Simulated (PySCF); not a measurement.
One of the candidates below gave these computed data.

All candidates are C4H5F3O.

| technique | computed result |
| --- | --- |
| UV, first state | lowest singlet excitation: 8.15 eV (152 nm, f = 0.001) [TDDFT CAM-B3LYP/def2-SVPD] |
| Rotational structure | rotational constants A, B, C: 2.898, 1.557, 1.351 GHz [GFN2-xTB] |
| Polarisability | 52.0 au [CAM-B3LYP/def2-SVPD] |
| Dipole | 1.31 D [CAM-B3LYP/def2-SVPD] |
| UV, strongest line | among the 8 lowest singlet transitions: S5 at 9.10 eV (136 nm, f = 0.053) [TDDFT CAM-B3LYP/def2-SVPD] |
| Triplet | lowest triplet excitation (Tamm–Dancoff): 7.84 eV [TDA CAM-B3LYP/def2-SVPD] |

Electronic properties: PySCF, gas phase, density fitting. Levels stand in brackets. Geometry: GFN2-xTB, one conformer, isolated molecule.

**Question.** Which candidate is it?
A. `FC[C@]1(C(F)F)CO1`
B. `C[C@@H](F)[C@@H](F)C(=O)F`
C. `OC/C=C\C(F)(F)F`

**Answer.** A. It is `FC[C@]1(C(F)F)CO1`. Numbering: `[F:1][CH2:2][C@:3]1([CH:4]([F:5])[F:6])[CH2:7][O:8]1`. Its formula, C4H5F3O, gives 1 degree of unsaturation: 1 ring and 0 π bonds in the structure found. The optimised geometry has point group C1 and is an asymmetric top.

The others, at the same levels:
- `C[C@@H](F)[C@@H](F)C(=O)F` fails: its computed lowest singlet excitation is 5.76 eV (215 nm, f = 0.004) (against 8.15 eV), lowest triplet excitation (Tamm–Dancoff) is 5.15 eV (against 7.84 eV) and strongest line among the 8 lowest singlet transitions is S6 at 9.36 eV (132 nm, f = 0.076) (against S5 at 9.10 eV).
- `OC/C=C\C(F)(F)F` fails: its computed lowest singlet excitation is 6.30 eV (197 nm, f = 0.033) (against 8.15 eV), lowest triplet excitation (Tamm–Dancoff) is 4.24 eV (against 7.84 eV) and strongest line among the 8 lowest singlet transitions is S2 at 7.35 eV (169 nm, f = 0.376) (against S5 at 9.10 eV).

Each candidate is one conformer, not necessarily the lowest. The conformers computed, where there is a choice (atom-mapped SMILES and torsion angles):
- `[F:1][CH2:2][C@:3]1([CH:4]([F:5])[F:6])[CH2:7][O:8]1`: F1–C2–C3–C4 160°, C2–C3–C4–F5 -75°
- `[CH3:1][C@@H:2]([F:3])[C@@H:4]([F:5])[C:6](=[O:7])[F:8]`: C1–C2–C4–F5 63°, C2–C4–C6–O7 107°
- `[OH:1][CH2:2]/[CH:3]=[CH:4]\[C:5]([F:6])([F:7])[F:8]`: O1–C2–C3–C4 -104°, C3–C4–C5–F6 55°, H–O1–C2–C3 70°
